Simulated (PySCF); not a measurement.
Isomers of C2H10OS2Si2, one GFN2-xTB conformer each. Single-point energies are computed at PBE0/pcSseg-1 (PySCF, gas phase, no added dispersion term), electronic only.

| SMILES | GFN2-xTB relative energy (kcal/mol) |
| --- | --- |
| O[SiH2][SiH2]SCCS | 37.4 |
| CO[SiH2]S[SiH2]SC | 0.0 |
| CS[SiH2]OCS[SiH3] | 10.4 |
| COCS[SiH2]S[SiH3] | 28.2 |
| CO[Si@H](S)CS[SiH3] | 20.2 |

Conformers: `[OH:1][SiH2:2][SiH2:3][S:4][CH2:5][CH2:6][SH:7]` with H–O1–Si2–Si3 180°, O1–Si2–Si3–S4 175°, Si2–Si3–S4–C5 -63°, Si3–S4–C5–C6 -162°, S4–C5–C6–S7 70°; `[CH3:1][O:2][SiH2:3][S:4][SiH2:5][S:6][CH3:7]` with C1–O2–Si3–S4 -47°, O2–Si3–S4–Si5 -168°, Si3–S4–Si5–S6 -166°, S4–Si5–S6–C7 -39°; `[CH3:1][S:2][SiH2:3][O:4][CH2:5][S:6][SiH3:7]` with C1–S2–Si3–O4 178°, S2–Si3–O4–C5 177°, Si3–O4–C5–S6 -66°, O4–C5–S6–Si7 -55°; `[CH3:1][O:2][CH2:3][S:4][SiH2:5][S:6][SiH3:7]` with C1–O2–C3–S4 77°, O2–C3–S4–Si5 39°, C3–S4–Si5–S6 162°, S4–Si5–S6–Si7 24°; `[CH3:1][O:2][Si@H:3]([SH:4])[CH2:5][S:6][SiH3:7]` with C1–O2–Si3–S4 -48°, O2–Si3–S4–H -117°, O2–Si3–C5–S6 83°, Si3–C5–S6–Si7 -69°.

Problem. What does PBE0/pcSseg-1 give for the same structures?

Solution. 
```csv
SMILES,PBE0/pcSseg-1 E (Eh),PBE0/pcSseg-1 (kcal/mol),GFN2-xTB (kcal/mol),point group
CO[SiH2]S[SiH2]SC,-1532.14012,0.0,0.0,C1
CO[Si@H](S)CS[SiH3],-1532.12119,11.9,20.2,C1
CS[SiH2]OCS[SiH3],-1532.09997,25.2,10.4,C1
O[SiH2][SiH2]SCCS,-1532.09227,30.0,37.4,C1
COCS[SiH2]S[SiH3],-1532.09041,31.2,28.2,C1
```

Both levels put the same isomer lowest; measured from each level's own lowest isomer, the values differ by up to 14.8 kcal/mol (CS[SiH2]OCS[SiH3]: 10.4 against 25.2). As drawn, the lowest has an Si–O bond, which the highest lacks. Neighbours under 2.5 kcal/mol apart (O[SiH2][SiH2]SCCS and COCS[SiH2]S[SiH3]) can change places with a better method, another conformer or zero-point energy.

Problem. Which frontier levels, dipoles and rotational constants go with these structures?

Solution. 
```csv
SMILES,"HOMO (eV, PBE0/pcSseg-1)",LUMO (eV),dipole (D),"A, B, C (MHz)"
CO[SiH2]S[SiH2]SC,-7.01,-0.42,1.42,"3278, 489.0, 440.1"
CO[Si@H](S)CS[SiH3],-6.86,0.10,2.11,"1459, 883.0, 730.1"
CS[SiH2]OCS[SiH3],-6.83,-0.19,0.95,"2437, 567.2, 516.3"
O[SiH2][SiH2]SCCS,-6.76,-0.91,3.96,"3090, 431.3, 415.3"
COCS[SiH2]S[SiH3],-7.17,-0.38,2.78,"2560, 594.2, 539.5"
```
